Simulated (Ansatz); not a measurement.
Basis sets compared for Ge₄O₅. Charge 0, multiplicity 1. Geometry PBE-D4/def2-SVP. Ansatz on 4 threads of Arm Neoverse V2 on a shared host; times are rough, and most runs start from earlier orbitals.

Cartesian coordinates in Å:
```
Ge -1.033 -1.250 -0.102
Ge -0.660 1.670 -1.703
Ge 0.551 0.805 1.301
Ge 1.935 -0.494 -1.462
O 0.880 0.811 -2.187
O 0.971 -0.813 0.096
O -1.227 -1.279 1.723
O -0.442 -0.260 2.418
O -0.975 0.809 -0.085
```

The structure holds 1 bond(s) between oxygen atoms. Another isomer (singlet) lies 3.88 eV lower at PBE0-D4/def2-TZVP; other spin states weren't run for this one.

Binding counts from free atoms (Ge triplet, O triplet) in the same basis, without a counterpoise term.

```json
{"level": "PBE-D4/def2-SVP", "functions": "198", "energy (Eh)": "-8681.3388", "HOMO (eV)": "-5.38", "LUMO (eV)": "-3.69", "binding per atom (eV)": "4.24", "wall time": "4.4 s"}
{"level": "PBE0-D4/def2-SVP", "functions": "198", "energy (Eh)": "-8681.4919", "HOMO (eV)": "-6.91", "LUMO (eV)": "-3.00", "binding per atom (eV)": "3.89", "wall time": "7.5 s"}
```

Question: Estimate the rows for PBE-D4/def2-TZVP (with forces), PBE0-D4/def2-TZVP.

Answer: 
| level | functions | energy (Eh) | HOMO (eV) | LUMO (eV) | binding per atom (eV) | wall time |
| --- | --- | --- | --- | --- | --- | --- |
| PBE-D4/def2-TZVP (with forces) | 347 | -8682.8459 | -5.46 | -3.70 | 4.20 | 10 s |
| PBE0-D4/def2-TZVP | 347 | -8682.9996 | -6.93 | -2.96 | 3.89 | 25 s |
